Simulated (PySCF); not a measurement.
## ECD: `C[C@H]1CO[B@H-](N)O1`, [C₃H₉BNO₂]-, charge -1

Geometry:
```json
{"atom": "C1", "x (Å)": "-2.153", "y (Å)": "0.305", "z (Å)": "-0.294"}
{"atom": "C2", "x (Å)": "-0.776", "y (Å)": "0.296", "z (Å)": "0.387"}
{"atom": "C3", "x (Å)": "-0.264", "y (Å)": "-1.148", "z (Å)": "0.668"}
{"atom": "O4", "x (Å)": "0.933", "y (Å)": "-1.295", "z (Å)": "0.001"}
{"atom": "B5", "x (Å)": "1.435", "y (Å)": "0.090", "z (Å)": "-0.298"}
{"atom": "N6", "x (Å)": "2.293", "y (Å)": "0.617", "z (Å)": "0.893"}
{"atom": "O7", "x (Å)": "0.173", "y (Å)": "0.896", "z (Å)": "-0.417"}
{"atom": "H8", "x (Å)": "-2.903", "y (Å)": "-0.149", "z (Å)": "0.354"}
{"atom": "H9", "x (Å)": "-2.446", "y (Å)": "1.329", "z (Å)": "-0.518"}
{"atom": "H10", "x (Å)": "-2.096", "y (Å)": "-0.252", "z (Å)": "-1.227"}
{"atom": "H11", "x (Å)": "-0.867", "y (Å)": "0.840", "z (Å)": "1.352"}
{"atom": "H12", "x (Å)": "-0.985", "y (Å)": "-1.906", "z (Å)": "0.307"}
{"atom": "H13", "x (Å)": "-0.140", "y (Å)": "-1.296", "z (Å)": "1.759"}
{"atom": "H14", "x (Å)": "2.042", "y (Å)": "0.098", "z (Å)": "-1.360"}
{"atom": "H15", "x (Å)": "2.626", "y (Å)": "1.550", "z (Å)": "0.669"}
{"atom": "H16", "x (Å)": "3.121", "y (Å)": "0.035", "z (Å)": "0.980"}
```

Total charge -1.

Computed, not measured: TDDFT wB97X-D/def2-SVPD circular dichroism and optical rotation, one conformer, gas phase in PySCF 2.14.0. Geometry: GFN2-xTB.

The molecule is flexible and this is one conformer; a measurement averages over conformers. For a gas-phase anion, states above the detachment energy (about 3.2 eV, taken as minus the energy of the highest occupied orbital) lie in the continuum and depend on the basis.

Question: Assign R or S to each stereocentre.

Answer: C2 S, B5 S.

Question: Which excitations and rotatory strengths does the calculation give?

Answer: Rotatory strengths R in 10⁻⁴⁰ esu² cm², velocity form and length form (origin at the centre of mass); f in length form.
| state | E (eV) | λ (nm) | f | R (velocity) | R (length) | main |
| --- | --- | --- | --- | --- | --- | --- |
| 1 | 4.98 | 249 | 0.002 | -0.6 | -0.2 | HOMO→LUMO 0.61, HOMO→LUMO+1 0.27 |
| 2 | 5.81 | 213 | 0.005 | +0.8 | +1.4 | HOMO−1→LUMO 0.74 |
| 3 | 5.98 | 207 | 0.052 | +28.3 | +26.9 | HOMO−2→LUMO 0.38, HOMO→LUMO 0.16 |
| 4 | 6.29 | 197 | 0.030 | -31.6 | -32.1 | HOMO→LUMO+3 0.35, HOMO→LUMO+1 0.29 |
| 5 | 6.50 | 191 | 0.043 | +13.7 | +14.2 | HOMO−1→LUMO+1 0.46, HOMO→LUMO+3 0.14 |
| 6 | 6.54 | 190 | 0.004 | -5.8 | -7.3 | HOMO−1→LUMO+1 0.34, HOMO−2→LUMO 0.14 |
| 7 | 6.64 | 187 | 0.011 | +8.2 | +9.6 | HOMO→LUMO+2 0.54, HOMO→LUMO+5 0.09 |
| 8 | 6.80 | 182 | 0.012 | -17.9 | -16.1 | HOMO−2→LUMO+1 0.33, HOMO−1→LUMO+2 0.30 |
| 9 | 6.85 | 181 | 0.042 | +40.9 | +39.4 | HOMO−1→LUMO+3 0.78 |
| 10 | 6.99 | 177 | 0.012 | -17.7 | -18.6 | HOMO→LUMO+4 0.20, HOMO−1→LUMO+2 0.15 |
| 11 | 7.12 | 174 | 0.049 | -15.9 | -15.9 | HOMO→LUMO+6 0.26, HOMO−1→LUMO+2 0.11 |
| 12 | 7.21 | 172 | 0.137 | +33.7 | +34.3 | HOMO→LUMO+5 0.20, HOMO−2→LUMO+1 0.20 |

Among the states computed, the strongest CD band (largest |R|) is state 9. The largest dissymmetry factor in size, g = 4R/(D+G), with D and G the electric and magnetic dipole strengths, is -0.018 for state 6 (velocity form, f = 0.003), among bands with |R| over 0.5. The mirror image has the same energies and oscillator strengths and all R with the opposite sign.
